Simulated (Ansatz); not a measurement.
Reaction (ligand exchange at the Sn–C bond): `F[SiH2][CH](F)[SnH3]` + `C[SeH]` → `C[Se][SnH3]` + `FC[SiH2]F`

Isolated molecules relaxed with PBE0-D4/def2-TZVP in Ansatz; ΔE leaves out vibrations. CBS: MP2 limit from def2 TZ/QZ plus the TZ coupled-cluster correction, frozen cores. Functionals use def2-TZVPP. B3LYP here is the variant with VWN-RPA as its local correlation; programs differ in this. def2 core potentials past Kr. For Se, Sn outer-core shells are correlated without core-valence functions, which leaves a few kJ/mol of doubt a bond. Scalar relativity is left out up to krypton. One conformer a species, not always the lowest.

**Question.** Is it downhill or uphill in electronic energy at CCSD(T)/CBS, and by how much? (Best estimate.)

**Answer.** The calculation gave: Downhill: ΔE = -100.9 kJ/mol.

**Question.** What do these levels give: B3LYP-D4, ωB97M-V, r2SCAN, HF/def2-QZVPP, MP2/def2-QZVPP, SCS-MP2/def2-QZVPP? (An estimate is asked.)

**Answer.** Computed: B3LYP-D4 -100.3, ωB97M-V -97.2, r2SCAN -100.5, HF/def2-QZVPP -115.5, MP2/def2-QZVPP -103.9, SCS-MP2/def2-QZVPP -102.7 kJ/mol.

Largest T1 diagnostic among the species: 0.013.

In def2-TZVPP, CCSD(T) changes the Hartree–Fock value by +21.1 kJ/mol (the triples alone add +2.0 kJ/mol) and MP2 by +15.3 kJ/mol. From PBE to PBE0 (25 % exact exchange), in def2-TZVPP and without D4, ΔE moves by −4.9 kJ/mol.
